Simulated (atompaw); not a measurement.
An all-electron radial function and its pseudo partner (sulfur (S))

Columns: radius, all-electron u(r) and pseudo u(r) of the 3s shell (level -22.13 eV) of sulfur in the configuration [Ne] 3s2 3p3.5; PBE, non-relativistic, PAW (atompaw) scheme, atompaw 4.2.0.5.

```tsv
r (bohr)	all-electron	pseudo
0.058	0.2166	0.0378
0.115	0.0562	0.0752
0.173	-0.1598	0.1138
0.231	-0.3201	0.1532
0.288	-0.3999	0.1928
0.346	-0.4093	0.2341
0.404	-0.3631	0.2764
0.462	-0.2786	0.3198
0.519	-0.1729	0.3633
0.577	-0.0537	0.4082
0.635	0.0687	0.4535
0.692	0.1862	0.4980
0.750	0.2987	0.5429
0.808	0.4017	0.5868
0.865	0.4922	0.6284
0.923	0.5728	0.6687
0.981	0.6420	0.7063
1.038	0.6993	0.7401
1.096	0.7470	0.7706
1.154	0.7847	0.7969
1.212	0.8130	0.8183
1.269	0.8325	0.8342
1.327	0.8448	0.8451
1.385	0.8502	0.8502
1.442	0.8498	0.8498
1.500	0.8442	0.8442
```

Task: How many radial nodes do the two functions have?

Result: The all-electron 3s function has n − l − 1 = 2; the pseudo-wave has 0, since the states of the same l below it are removed with the core.

Task: Where does each function peak?

Result: Outermost all-electron maximum near 1.39 bohr, pseudo maximum near 1.39 bohr (to the table’s step).

Task: Is the pseudo-wave norm-conserving?

Result: No, it belongs to a PAW set: the norm inside the radius is not constrained, and the difference is carried by the augmentation charge.
